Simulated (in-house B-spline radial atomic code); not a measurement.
## Ionising Cu with different functionals

Computed with a radial B-spline atomic code at the basis-set limit: non-relativistic Hamiltonian, point nucleus, spin-polarised at highest spin, spherical fractional occupations for the functionals, and exact exchange of hybrids averaged over the configuration. The ionisation energy is the difference of two self-consistent energies, [Ar] 3d10 4s1 → [Ar] 3d10, without Breit or QED terms; ε is the level of the shell that loses the electron (its least bound occupied spin orbital).

```tsv
method	rung	ΔSCF (eV)	-ε(4s) (eV)
PBE0	global hybrid	7.75	5.37
B3LYP	global hybrid	8.03	5.33
TPSSh	global hybrid	7.78	5.01
M06-2X	global hybrid	7.58	5.65
BHandHLYP	global hybrid	?	?
r2SCAN0	global hybrid	7.72	5.62
B97-1	global hybrid	7.60	5.02
HSE06	range-separated hybrid	7.82	5.05
wB97X	range-separated hybrid	7.53	7.18
CAM-B3LYP	range-separated hybrid	7.90	6.53
LC-wPBE	range-separated hybrid	?	?
```

Task: What does BHandHLYP give?

Result: ΔSCF 7.49 eV, and -ε(4s) = 5.84 eV.

Task: What does LC-wPBE give?

Result: ΔSCF 7.60 eV, and -ε(4s) = 7.57 eV.

Task: Among the functionals, which spreads more, the ΔSCF values or the orbital energies?

Result: The orbital energies: ΔSCF values span about 0.54 eV and the orbital energies 2.56 eV; here energy differences depend much less on the functional than eigenvalues do.

Task: How do they compare with the NIST value?

Result: NIST lists 7.726 eV (measured, ground level to ground level). Errors run from -0.24 to +0.30 eV; r2SCAN0 is closest (-0.00 eV), but part of that can be cancellation, since the calculations leave out relativity, Breit-QED terms.
